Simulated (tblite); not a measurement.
A geometry optimisation, step by step.

Species: C7H13FO.
SMILES with atom numbers: `[CH3:1][CH2:2][CH2:3][C@H:4]([CH2:5][CH3:6])[C:7](=[O:8])[F:9]` (hydrogens: H10, H11, H12 on C1; H13, H14 on C2; H15, H16 on C3; H17 on C4; H18, H19 on C5; H20, H21, H22 on C6)

Computed with GFN2-xTB (tblite), gas phase: L-BFGS steps from a force-field or distance-geometry start until the largest atomic force falls under 0.01 eV/Å. 5 of its 76 geometries are shown.

Step 0: E = -827.9048 eV, largest atomic force 3.561 eV/Å
```
atom  x, y, z in Å  |  force x, y, z in eV/Å
C1      3.272   -0.275    0.011   -0.257  -0.074  -0.084
C2      1.948    0.453    0.280    0.426  -0.303   0.570
C3      0.758   -0.470    0.045   -0.228   0.119  -0.105
C4     -0.589    0.226    0.356    0.166  -0.476  -0.154
C5     -1.743   -0.794    0.296   -0.241  -0.103  -0.260
C6     -3.066   -0.218    0.787   -0.050   0.319   0.429
C7     -0.834    1.337   -0.629   -0.425   3.117   1.668
O8     -1.015    2.510   -0.323    0.405  -2.672  -0.851
F9     -0.858    1.020   -1.928    0.061  -0.433  -0.028
H10     3.372   -1.148    0.665   -0.031   0.196  -0.173
H11     3.311   -0.608   -1.031    0.040   0.043   0.235
H12     4.106    0.395    0.197    0.052  -0.014  -0.021
H13     1.890    1.337   -0.339   -0.095   0.180  -0.254
H14     1.952    0.794    1.327   -0.077  -0.084  -0.212
H15     0.756   -0.795   -1.001   -0.009  -0.036   0.099
H16     0.853   -1.362    0.678   -0.035   0.187  -0.105
H17    -0.542    0.655    1.374   -0.067   0.034  -0.466
H18    -1.501   -1.677    0.899    0.124   0.202  -0.010
H19    -1.877   -1.141   -0.736    0.118   0.062   0.069
H20    -2.963    0.138    1.828   -0.080  -0.134  -0.472
H21    -3.400    0.625    0.172    0.140  -0.189   0.131
H22    -3.841   -0.984    0.766    0.062   0.059  -0.006
```

Step 19: E = -828.0505 eV, largest atomic force 0.043 eV/Å
```
atom  x, y, z in Å  |  force x, y, z in eV/Å
C1      3.262   -0.267    0.009   -0.004   0.004  -0.003
C2      1.948    0.454    0.284   -0.006   0.000  -0.005
C3      0.752   -0.463    0.039    0.000   0.005   0.006
C4     -0.586    0.214    0.375    0.006  -0.010  -0.002
C5     -1.746   -0.792    0.282    0.008   0.003   0.004
C6     -3.060   -0.206    0.784   -0.001   0.003  -0.007
C7     -0.834    1.352   -0.564    0.012  -0.041  -0.002
O8     -1.012    2.498   -0.345    0.004  -0.002   0.002
F9     -0.849    0.924   -1.866   -0.008   0.017   0.037
H10     3.361   -1.138    0.654    0.004   0.003   0.002
H11     3.305   -0.602   -1.025   -0.002   0.004  -0.004
H12     4.105    0.394    0.192    0.006   0.001   0.001
H13     1.875    1.335   -0.357   -0.003   0.003  -0.003
H14     1.934    0.799    1.321   -0.001  -0.003  -0.017
H15     0.740   -0.785   -1.004    0.017   0.000   0.016
H16     0.851   -1.355    0.663    0.003   0.004  -0.005
H17    -0.544    0.630    1.387   -0.006   0.003  -0.014
H18    -1.486   -1.665    0.885   -0.005  -0.003  -0.008
H19    -1.854   -1.120   -0.754   -0.010  -0.003   0.018
H20    -2.957    0.143    1.809   -0.003  -0.005  -0.004
H21    -3.375    0.633    0.169    0.005   0.015  -0.009
H22    -3.840   -0.963    0.756   -0.016   0.002  -0.003
```

Step 38: E = -828.0529 eV, largest atomic force 0.030 eV/Å
```
atom  x, y, z in Å  |  force x, y, z in eV/Å
C1      3.264   -0.250   -0.002   -0.002   0.003   0.001
C2      1.945    0.460    0.274   -0.017  -0.014   0.004
C3      0.759   -0.477    0.051   -0.014   0.003   0.003
C4     -0.585    0.188    0.390    0.015   0.011  -0.001
C5     -1.754   -0.807    0.287    0.028   0.007   0.000
C6     -3.063   -0.189    0.764   -0.002  -0.006   0.005
C7     -0.827    1.336   -0.538    0.007  -0.021  -0.004
O8     -0.975    2.485   -0.312    0.006  -0.002   0.002
F9     -0.878    0.914   -1.841    0.002   0.014   0.019
H10     3.374   -1.117    0.645   -0.005  -0.007   0.002
H11     3.306   -0.586   -1.036    0.011  -0.002  -0.004
H12     4.103    0.417    0.178    0.009   0.017  -0.014
H13     1.857    1.332   -0.379   -0.008  -0.015   0.002
H14     1.935    0.820    1.305   -0.007  -0.004  -0.006
H15     0.745   -0.812   -0.989   -0.003  -0.001   0.014
H16     0.875   -1.359    0.685   -0.005   0.006  -0.009
H17    -0.544    0.595    1.405   -0.004   0.009  -0.006
H18    -1.518   -1.679    0.899    0.005  -0.002   0.005
H19    -1.855   -1.141   -0.747    0.005   0.006   0.000
H20    -2.975    0.143    1.796    0.004   0.010   0.012
H21    -3.335    0.668    0.153   -0.004   0.001  -0.010
H22    -3.865   -0.920    0.708   -0.023  -0.014  -0.014
```

Step 56: E = -828.0539 eV, largest atomic force 0.016 eV/Å
```
atom  x, y, z in Å  |  force x, y, z in eV/Å
C1      3.267   -0.241   -0.014   -0.007   0.002  -0.001
C2      1.940    0.454    0.266   -0.009  -0.003   0.001
C3      0.757   -0.490    0.061   -0.005   0.002   0.004
C4     -0.583    0.182    0.404    0.005   0.002   0.001
C5     -1.754   -0.807    0.295    0.011  -0.003  -0.005
C6     -3.069   -0.186    0.750   -0.001   0.002  -0.006
C7     -0.814    1.336   -0.520   -0.001  -0.005   0.002
O8     -0.941    2.486   -0.288    0.001   0.000   0.002
F9     -0.880    0.920   -1.822    0.003   0.004   0.002
H10     3.392   -1.102    0.641   -0.002   0.000  -0.003
H11     3.306   -0.585   -1.045    0.006  -0.003   0.002
H12     4.095    0.441    0.155    0.004  -0.004  -0.012
H13     1.837    1.318   -0.394    0.008   0.001   0.004
H14     1.935    0.823    1.295   -0.002   0.000  -0.003
H15     0.735   -0.834   -0.975   -0.001   0.005   0.007
H16     0.876   -1.366    0.702    0.005   0.004   0.002
H17    -0.539    0.587    1.420   -0.005   0.001   0.000
H18    -1.526   -1.678    0.913   -0.001  -0.003   0.008
H19    -1.844   -1.146   -0.739    0.005  -0.002  -0.009
H20    -3.001    0.144    1.784    0.000  -0.004   0.002
H21    -3.324    0.674    0.135   -0.006   0.012  -0.009
H22    -3.874   -0.912    0.671   -0.008  -0.008   0.010
```

Step 75: E = -828.0546 eV, largest atomic force 0.009 eV/Å
```
atom  x, y, z in Å  |  force x, y, z in eV/Å
C1      3.263   -0.243   -0.030   -0.004   0.002   0.003
C2      1.942    0.458    0.266    0.000   0.000  -0.002
C3      0.756   -0.487    0.080    0.006  -0.004  -0.002
C4     -0.585    0.183    0.420    0.008   0.000   0.000
C5     -1.752   -0.810    0.296    0.002   0.003   0.000
C6     -3.075   -0.190    0.730   -0.002   0.001   0.002
C7     -0.806    1.342   -0.498    0.001   0.002   0.001
O8     -0.925    2.492   -0.261   -0.008   0.001   0.003
F9     -0.866    0.935   -1.804   -0.004  -0.001  -0.002
H10     3.401   -1.091    0.638    0.003   0.001  -0.007
H11     3.282   -0.606   -1.055   -0.002   0.001   0.008
H12     4.095    0.442    0.107   -0.003  -0.006  -0.001
H13     1.832    1.318   -0.399    0.002   0.002   0.001
H14     1.951    0.833    1.292   -0.004  -0.002  -0.004
H15     0.728   -0.841   -0.952    0.003  -0.003  -0.003
H16     0.881   -1.357    0.728    0.002  -0.001   0.005
H17    -0.550    0.581    1.439    0.001   0.001   0.001
H18    -1.532   -1.677    0.921   -0.003   0.001   0.000
H19    -1.826   -1.152   -0.738    0.006   0.002  -0.002
H20    -3.018    0.152    1.761   -0.002   0.004   0.004
H21    -3.330    0.661    0.102   -0.001   0.000  -0.002
H22    -3.876   -0.922    0.655   -0.002  -0.003  -0.002
```

Problem. Summarise the path.

Solution. The energy falls by 0.1498 eV from step 0 to step 75; nine tenths of that is first reached at step 5. It falls at every step. The largest force goes from 3.561 to 0.009 eV/Å. Among the bonds C7=O8 changes most, from 1.225 to 1.180 Å; the atoms move by 0.084 Å rms after alignment.

Problem. Follow the three bonds and two angles with the largest change from start to end.

Solution. 
```
step  E above end (eV)  largest force (eV/Å)  C7=O8 (Å)  C7–F9 (Å)  C6–H20 (Å)  C4–C7–F9 (°)  C4–C7–O8 (°)
   0            0.1498                 3.561      1.225      1.338       1.105         117.6         124.6
   3            0.0299                 0.421      1.183      1.371       1.088         114.6         127.7
   7            0.0107                 0.137      1.182      1.364       1.089         111.8         129.5
  10            0.0075                 0.072      1.180      1.369       1.088         111.5         129.7
  13            0.0057                 0.056      1.180      1.369       1.087         111.4         130.3
  16            0.0046                 0.041      1.180      1.368       1.088         111.1         130.4
  20            0.0039                 0.027      1.180      1.370       1.088         111.2         130.4
  23            0.0037                 0.030      1.180      1.368       1.088         111.2         130.3
  26            0.0033                 0.026      1.180      1.369       1.088         111.1         130.2
  29            0.0028                 0.032      1.180      1.370       1.088         111.2         130.3
  33            0.0022                 0.033      1.180      1.368       1.088         111.2         130.4
  36            0.0019                 0.027      1.180      1.370       1.088         111.1         130.4
  39            0.0015                 0.029      1.180      1.369       1.088         111.1         130.4
  42            0.0012                 0.023      1.180      1.368       1.088         111.2         130.3
  46            0.0010                 0.018      1.180      1.369       1.088         111.2         130.2
  49            0.0009                 0.013      1.180      1.369       1.088         111.2         130.3
  52            0.0008                 0.012      1.180      1.369       1.088         111.2         130.3
  55            0.0007                 0.015      1.180      1.369       1.088         111.2         130.3
  59            0.0005                 0.015      1.180      1.369       1.088         111.2         130.3
  62            0.0004                 0.011      1.180      1.369       1.088         111.1         130.3
  65            0.0003                 0.012      1.180      1.369       1.088         111.2         130.3
  68            0.0002                 0.017      1.180      1.369       1.088         111.2         130.3
  72            0.0001                 0.018      1.180      1.369       1.088         111.2         130.3
  75            0.0000                 0.009      1.180      1.369       1.088         111.2         130.3
```

What follows is the cost of the whole relaxation. On Arm Neoverse V1, one thread, shared host with 64 logical CPUs at a one-minute load of 16, this took 0.52 s of wall time.
